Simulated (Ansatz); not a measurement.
Calculated with Ansatz (gas phase, PBE0-D4/def2-TZVP geometries, no zero-point term in ΔE). CBS: MP2 limit from def2 TZ/QZ plus the TZ coupled-cluster correction, frozen cores. This one scheme is used for every species. DFT in def2-TZVPP. B3LYP here is the variant with VWN-RPA as its local correlation; programs differ in this. For Ge outer-core shells are correlated without core-valence functions, which leaves a few kJ/mol of doubt a bond. Scalar relativity is left out up to krypton. One conformer a species, not always the lowest.

`C[CH](C)[Ge][Cl]` + H₂ → `C[CH](C)[GeH]` + HCl  (hydrogenolysis of a Ge–Cl bond)

`C[CH](C)[Ge][Cl]`:

Cartesian coordinates in Å:
```
C -1.157 -0.271 0.619
C -0.140 -0.313 -0.513
C 1.293 -0.356 0.004
Ge -0.371 1.205 -1.806
Cl -0.044 2.847 -0.378
H -1.012 0.617 1.240
H -1.052 -1.149 1.266
H -2.189 -0.259 0.257
H -0.324 -1.205 -1.127
H 1.452 -1.243 0.628
H 2.032 -0.395 -0.803
H 1.513 0.523 0.615
```

H₂:

Z-matrix (Å, degrees):
```
H
H 1 0.746
```

`C[CH](C)[GeH]`:

```xyz
12

C    -1.281   -0.083   -0.376
C     0.200    0.221   -0.521
C     0.822    0.647    0.808
Ge    1.311   -1.331   -1.133
H    -1.736   -0.398   -1.320
H    -1.445   -0.883    0.352
H    -1.835    0.799   -0.032
H     0.339    1.029   -1.248
H     0.357    1.568    1.178
H     0.678   -0.121    1.574
H     1.897    0.848    0.731
H     0.695   -2.297   -0.013
```

HCl:

Z-matrix (Å, degrees):
```
Cl
H 1 1.279
```

CCSD(T)/CBS gives +120.5 kJ/mol.

Task: Another level gave +122.0 kJ/mol. Which?
A. B3LYP/def2-TZVPP
B. PBE/def2-TZVPP
C. BHLYP/def2-TZVPP
D. B3LYP-D4/def2-TZVPP

Result: B. PBE 122.0, B3LYP-D4 126.9, BHLYP 113.4, B3LYP 117.7 kJ/mol.

Largest T1 diagnostic among the species: 0.011.

Leaving LDA and LC-ωPBE aside and taking each functional with its dispersion term where it has one, the values, not all of them listed here, spread over 14.3 kJ/mol, from PBE-QIDH to BLYP-D4. From BLYP to BHLYP (50 % exact exchange), in def2-TZVPP and without D4, ΔE moves by −8.2 kJ/mol.

CCSD(T)/CBS has its own doubt, a few kJ/mol and more with outer-core shells, so smaller differences from it don't rank the levels.
